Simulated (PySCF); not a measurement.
Isomers of C5H16FNSi2, mass 165.081 u with the commonest isotopes. Level of theory: PBE0/pcSseg-1 in PySCF (dipole) on a GFN2-xTB geometry, gas phase. One conformer each, none proved a minimum here; rigid rotors.

Question: Order these by rotational constant A, largest first.
A. `[CH3:1][N:2]([CH3:3])[C:4]([CH3:5])([CH3:6])[SiH2:7][SiH2:8][F:9]` with C1–N2–C4–C5 -76°, N2–C4–Si7–Si8 -36°, C4–Si7–Si8–F9 -178°
B. `[CH3:1][NH:2][C:3]([CH3:4])([CH3:5])[SiH2:6][SiH2:7][CH2:8][F:9]` with C1–N2–C3–C4 53°, N2–C3–Si6–Si7 -47°, C3–Si6–Si7–C8 65°, Si6–Si7–C8–F9 49°
C. `[CH3:1][C@H:2]([F:3])[CH2:4][CH2:5][NH:6][CH:7]([SiH3:8])[SiH3:9]` with C1–C2–C4–C5 176°, C2–C4–C5–N6 69°, C4–C5–N6–C7 170°, C5–N6–C7–Si8 57°
D. `[CH3:1][N:2]([CH3:3])[SiH2:4][C@@H:5]([F:6])[CH2:7][CH2:8][SiH3:9]` with C1–N2–Si4–C5 165°, N2–Si4–C5–F6 87°, Si4–C5–C7–C8 -54°, C5–C7–C8–Si9 -175°

Answer: D (2637 MHz), C (1913 MHz), A (1723 MHz), B (1471 MHz).

Question: Order these by rotational constant B, largest first.
A. `[CH3:1][N:2]([CH3:3])[SiH2:4][C@@H:5]([F:6])[CH2:7][CH2:8][SiH3:9]` with C1–N2–Si4–C5 165°, N2–Si4–C5–F6 87°, Si4–C5–C7–C8 -54°, C5–C7–C8–Si9 -175°
B. `[CH3:1][N:2]([CH3:3])[C:4]([CH3:5])([CH3:6])[SiH2:7][SiH2:8][F:9]` with C1–N2–C4–C5 -76°, N2–C4–Si7–Si8 -36°, C4–Si7–Si8–F9 -178°
C. `[CH3:1][C@H:2]([F:3])[CH2:4][CH2:5][NH:6][CH:7]([SiH3:8])[SiH3:9]` with C1–C2–C4–C5 176°, C2–C4–C5–N6 69°, C4–C5–N6–C7 170°, C5–N6–C7–Si8 57°
D. `[CH3:1][NH:2][C:3]([CH3:4])([CH3:5])[SiH2:6][SiH2:7][CH2:8][F:9]` with C1–N2–C3–C4 53°, N2–C3–Si6–Si7 -47°, C3–Si6–Si7–C8 65°, Si6–Si7–C8–F9 49°

Answer: D (750.1 MHz), B (695.2 MHz), C (493.7 MHz), A (438.2 MHz).

Question: Order these by rotational constant C, largest first.
A. `[CH3:1][N:2]([CH3:3])[SiH2:4][C@@H:5]([F:6])[CH2:7][CH2:8][SiH3:9]` with C1–N2–Si4–C5 165°, N2–Si4–C5–F6 87°, Si4–C5–C7–C8 -54°, C5–C7–C8–Si9 -175°
B. `[CH3:1][C@H:2]([F:3])[CH2:4][CH2:5][NH:6][CH:7]([SiH3:8])[SiH3:9]` with C1–C2–C4–C5 176°, C2–C4–C5–N6 69°, C4–C5–N6–C7 170°, C5–N6–C7–Si8 57°
C. `[CH3:1][NH:2][C:3]([CH3:4])([CH3:5])[SiH2:6][SiH2:7][CH2:8][F:9]` with C1–N2–C3–C4 53°, N2–C3–Si6–Si7 -47°, C3–Si6–Si7–C8 65°, Si6–Si7–C8–F9 49°

Answer: C (637.3 MHz), B (419.7 MHz), A (396.6 MHz).

```json
{"SMILES": "C[C@H](F)CCNC([SiH3])[SiH3]", "point group": "C1", "Ia (u·Å²)": "264.11", "Ib (u·Å²)": "1023.69", "Ic (u·Å²)": "1204.25", "κ": "-0.90", "μa (D)": "0.61", "μb (D)": "0.94", "μc (D)": "0.77"}
{"SMILES": "CN(C)[SiH2][C@@H](F)CC[SiH3]", "point group": "C1", "Ia (u·Å²)": "191.62", "Ib (u·Å²)": "1153.28", "Ic (u·Å²)": "1274.21", "κ": "-0.96", "μa (D)": "1.21", "μb (D)": "0.82", "μc (D)": "0.79"}
{"SMILES": "CNC(C)(C)[SiH2][SiH2]CF", "point group": "C1", "Ia (u·Å²)": "343.62", "Ib (u·Å²)": "673.71", "Ic (u·Å²)": "793.01", "κ": "-0.73", "μa (D)": "1.88", "μb (D)": "0.66", "μc (D)": "1.11"}
{"SMILES": "CN(C)C(C)(C)[SiH2][SiH2]F", "point group": "C1", "Ia (u·Å²)": "293.29", "Ib (u·Å²)": "726.94", "Ic (u·Å²)": "803.75", "κ": "-0.88", "μa (D)": "3.51", "μb (D)": "0.41", "μc (D)": "0.21"}
```
